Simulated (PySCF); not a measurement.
Where the electron goes

Compound: CH10N2OSi3.
Atom-mapped SMILES: `[CH3:1][NH:2][Si@@H:3]1[SiH2:4][O:5][Si@H:6]1[NH2:7]` (hydrogens: H8, H9, H10 on C1; H11 on N2; H12 on Si3; H13, H14 on Si4; H15 on Si6; H16, H17 on N7)

Geometry (GFN2-xTB, Å), atoms numbered from 1 in this order:
```
atom  x, y, z in Å
C1    -2.9876   -0.7773    0.1326
N2    -1.6509   -0.7663   -0.4028
Si3   -0.3035   -0.0903    0.4394
Si4    0.5501    2.1053    0.3087
O5     1.8610    1.3838   -0.4146
Si6    1.7238   -0.2541   -0.6658
N7     2.9412   -0.9676    0.3234
H8    -2.9257   -0.8790    1.2129
H9    -3.5417    0.1402   -0.0938
H10   -3.5482   -1.6256   -0.2655
H11   -1.6599   -0.7160   -1.4107
H12   -0.4893   -0.6224    1.8071
H13    0.0676    3.0964   -0.6643
H14    1.0943    2.8232    1.4638
H15    1.9374   -0.3965   -2.1143
H16    3.8236   -0.4838    0.3849
H17    3.1007   -1.9579    0.2480
```

Level of theory: PySCF, TDDFT CAM-B3LYP/def2-SVPD, vertical, gas phase, core orbitals frozen in the response.

Kohn–Sham orbitals with the atoms that hold most of them (Löwdin shares over 4%, at most four atoms; ? is withheld):

```json
{"orbital": "HOMO-3", "ε (eV)": "-9.64", "atoms": "O5 19%, N7 16%, Si4 14%, Si6 11%"}
{"orbital": "HOMO-2", "ε (eV)": "-9.53", "atoms": "O5 29%, N7 15%, Si3 15%, N2 11%"}
{"orbital": "HOMO-1", "ε (eV)": "-8.60", "atoms": "?"}
{"orbital": "HOMO", "ε (eV)": "-7.57", "atoms": "?"}
{"orbital": "LUMO", "ε (eV)": "0.13", "atoms": "Si3 26%, Si6 18%, Si4 17%, O5 6%"}
{"orbital": "LUMO+1", "ε (eV)": "0.57", "atoms": "Si3 21%, Si4 19%, Si6 17%, O5 8%"}
{"orbital": "LUMO+2", "ε (eV)": "1.28", "atoms": "Si6 30%, H17 11%, Si3 9%, Si4 9%"}
```

Problem. Which atoms hold the HOMO, and with what shares?

Solution. N2 (bonded to C, Si and H) 28%; Si3 (bonded to N, 2 Si and H) 18%; Si4 (bonded to O, Si and 2 H) 17%; Si6 (bonded to N, O, Si and H) 8%. By element: silicon 43%, nitrogen 28% or more.

Problem. Give the leading atoms of the HOMO-1.

Solution. N7 (bonded to Si and 2 H) 27%; N2 (bonded to C, Si and H) 14%; Si6 (bonded to N, O, Si and H) 14%; Si3 (bonded to N, 2 Si and H) 13%. By element: nitrogen 41%, silicon 27% or more.

Problem. The HOMO–LUMO gap is 7.70 eV. Where does the response calculation put the lowest singlet, and from which orbitals?

Solution. S1 is at 4.53 eV (f = 0.027), 3.16 eV below the gap, made of HOMO→LUMO (84%), HOMO→LUMO+1 (12%). Without the coupling terms of the response equations the lowest excitation would equal the gap.

Problem. Give energy, strength and leading configuration of S1, S2 and S3, and follow the Löwdin shares of the leading atoms from the occupied to the empty orbital.

Solution. 
- S1 (4.53 eV, f 0.027), HOMO→LUMO (84%): N2 28% → at most 7%, Si3 18% → 26%, Si6 8% → 18%
- S2 (5.08 eV, f 0.089), HOMO→LUMO+1 (80%): N2 28% → at most 8%, Si3 18% → 21%, Si4 17% → 19%
- S3 (5.62 eV, f 0.024), HOMO-1→LUMO (85%): N7 27% → at most 7%, N2 14% → at most 7%, Si3 13% → 26%, Si6 14% → 18%

Löwdin shares depend on the basis, the more so with diffuse functions.

On one thread, Arm Neoverse V2 (aarch64), shared host with 192 logical CPUs at a one-minute load of 73, this took 65 s of wall time and 1.1 GiB of memory at its peak.

One conformer stands for the species.
